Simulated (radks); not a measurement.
Q: All-electron atom: neutral beryllium in [He] 2s2. Method: Dirac Kohn-Sham, B86b exchange with PBE correlation, spin-unpolarised, spherical densities, finite nucleus; Fermi nuclear charge, rms radius 2.519 fm; computed with a radial shooting solver on a logarithmic mesh with Libxc functionals. Some entries of the table are withheld. Estimate them.

orbital  occ.  eigenvalue (eV)  <r> (bohr)
1s1/2       2        -106.4047         (1)
2s1/2       2              (2)       2.599
2p1/2       0          -2.0314       3.204
2p3/2       0          -2.0305       3.205

A: 
(1) 1s1/2 <r> (bohr): 0.4205
(2) 2s1/2 eigenvalue (eV): -5.6327
